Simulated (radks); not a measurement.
The numbers below are computed, except where a source is named.
Ionisation of Mo, [Kr] 4d5 5s1, to Mo+, [Kr] 4d5, under several functionals. Scalar-relativistic Kohn-Sham, spin-polarised, spherical densities, point nucleus; open shells are filled with parallel spins first (spin-orbit coupling, left out, can overturn this in heavy ions); a radial shooting solver on a logarithmic mesh with Libxc functionals. The NIST Atomic Spectra Database gives 7.092 eV (measured). Rank these functionals by the error of their Delta-SCF ionisation energy: LDA (Slater exchange, Perdew-Zunger correlation); AM05; LDA (Slater exchange, Perdew-Wang correlation); PBEsol; exchange-only PBE; revPBE; PBE.

Answer. From best to worst: exchange-only PBE 7.239 eV (+0.146); revPBE 7.376 eV (+0.284); PBE 7.458 eV (+0.365); PBEsol 7.498 eV (+0.405); AM05 7.505 eV (+0.413); LDA (Slater exchange, Perdew-Wang correlation) 7.716 eV (+0.624); LDA (Slater exchange, Perdew-Zunger correlation) 7.719 eV (+0.626). Open shells are spherical and high-spin; term and fine-structure splittings are not resolved.
